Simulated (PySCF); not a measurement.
**Diatomics of Te with the third period**

PBE0 with double-zeta basis sets in PySCF, for the lowest determinant that a PBE0 search found; no spin–orbit coupling. De refers to high-spin ground-configuration atoms. A positive dipole means M(−)Te(+).

| M | basis | state (unpaired electrons) | Re (Å) | ωe (cm⁻¹) | De (eV) | μ (D) |
| --- | --- | --- | --- | --- | --- | --- |
| Na | def2-SVP | doublet (π ↑) | 2.806 | 233 | 2.12 | -8.20 |
| Al | def2-SVP | doublet (σ ↑) | 2.372 | 405 | 3.16 | -2.87 |
| Si | x2c-SVPall | singlet (closed shell) | 2.271 | 504 | 4.65 | -0.54 |
| P | def2-SVP | doublet (π ↑) | 2.249 | 483 | 2.98 | 0.53 |
| S | x2c-SVPall | triplet (π ↑↑) | 2.243 | 485 | 3.52 | 1.66 |
| Cl | def2-SVP | doublet (π ↑) | 2.353 | 388 | 2.63 | 1.70 |

The shortest bond is that of TeS (2.243 Å), the longest that of NaTe (2.806 Å). SiTe is bound most strongly (4.65 eV) and NaTe least (2.12 eV).

The rows differ in basis set, which adds steps of its own.

The state changes along the series, so neighbouring rows are not always alike in their bonding.

These are scalar-relativistic numbers at best; spin–orbit coupling would shift them, the dissociation energy most. States were picked by a PBE0 search and need not be the measured ground states.
